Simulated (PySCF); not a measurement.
## Stationary points of SO2I2

All numbers come from PBE0/[S def2-SVP, O def2-SVP, I def2-SVP with ECP28], scalar-relativistic core potentials, density fitting, no spin–orbit coupling, PySCF.

Relaxations began from a few typed shapes. The search is not exhaustive: other isomers or separated fragments can lie lower, and high-lying points may rest on an excited occupation.

```
   spin  group                               bonds                                                          angles  imaginary modes (cm⁻¹)  ΔE (kJ/mol)  ΔE with ZPE (kJ/mol)
singlet    C2v  S–I 2.497 Å (×2), S–O 1.446 Å (×2)                   I–S–I 102.8°, I–S–O 107.4° (×4), O–S–O 122.6°                    none          0.0                   0.0
singlet    C2v  S–I 2.872 Å (×2), S–O 1.484 Å (×2)                    I–S–I 156.0°, I–S–O 83.4° (×4), O–S–O 113.0°         266i, 161i, 55i        229.2                     –
singlet    C2v  S–I 3.157 Å (×2), S–O 1.453 Å (×2)  I–S–I 81.6°, I–S–O 80.7° (×2), I–S–O 162.3° (×2), O–S–O 117.0°                    105i        238.7                     –
singlet    D2h  S–I 2.597 Å (×2), S–O 1.477 Å (×2)                    I–S–I 180.0°, I–S–O 90.0° (×4), O–S–O 180.0°                    231i        269.6                     –
```

The lowest minimum found is the singlet C2v: S–I 2.497 Å (×2), S–O 1.446 Å (×2); I–S–I 102.8°, I–S–O 107.4° (×4), O–S–O 122.6°.

Counting electrons, sulfur keeps none of its valence electrons outside its bonds, so the VSEPR class is AX4 and the expected shape is tetrahedral; with unlike ligands the computed point group is C2v.
